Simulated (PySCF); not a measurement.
# Fine-structure interval of Au²⁺ by level of theory

Au²⁺ [Xe] 4f14 5d9 [5d3/2^4 5d5/2^5, M_J = 5/2] → Au²⁺ [Xe] 4f14 5d9 [5d3/2^3 5d5/2^6, M_J = 3/2], as a difference of total energies. All numbers are calculated (PySCF 2.14, the two-component X2C-1e Hamiltonian, in x2c-QZVPPall-2c (16s16p12d7f2g, 191 functions)). Correlated levels: [Kr] 4d10 4f14 frozen; the 58 highest virtual spinors dropped. "Screened" scales the spin-orbit matrix elements by Boettger's factors to mimic the two-electron term; Breit and QED terms are absent.

```tsv
method	fine-structure interval (cm⁻¹)
GHF (screened spin-orbit)	12991
GMP2 (screened spin-orbit)	13892
GHF (bare spin-orbit)	15022
```
